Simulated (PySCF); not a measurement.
Gas-phase reaction: GeH₂Cl₂ + H₂ ⇌ GeH₃Cl + HCl

Method: PySCF energies (xtb for GFN2) plus ideal-gas RRHO corrections (1 bar). † marks an energy on the PBE0/def2-TZVP geometry and frequencies; other levels use their own. MP2 and CCSD(T) freeze the core. All species are closed-shell singlets. Ge: all electrons, no relativistic terms. MP2 isn't extrapolated to the basis-set limit; its ΔH°(298 K) is 54.2 kJ in def2-SVP and 62.9 kJ in def2-TZVPP. CCSD(T) isn't extrapolated to the basis-set limit; its ΔH°(298 K) is 46.7 kJ in def2-SVP and 54.1 kJ in def2-TZVPP. The harmonic model lacks anharmonicity and excited electronic states, which grow with temperature; levels with a mode under 35 cm⁻¹ are left out.

```tsv
level	ΔE electronic, kJ	ΔH°(298 K), kJ	ΔS°(298 K), J/K	ΔG°(1000 K), kJ
BLYP/def2-TZVP†	52	57	19	43
CCSD(T)/def2-SVP†	42	47	19	33
GFN2-xTB	68	75	16	64
MP2/def2-SVP†	50	54	19	40
MP2/def2-TZVPP†	58	63	19	49
PBE0/def2-QZVP†	48	52	19	38
PBE0/def2-SVP†	48	52	19	38
PBE0/def2-TZVP	52	56	19	42
ωB97X-V/def2-TZVP†	55	59	19	45
```
ΔH° is lowest at CCSD(T)/def2-SVP† and highest at GFN2-xTB. No reference value is set beside these.
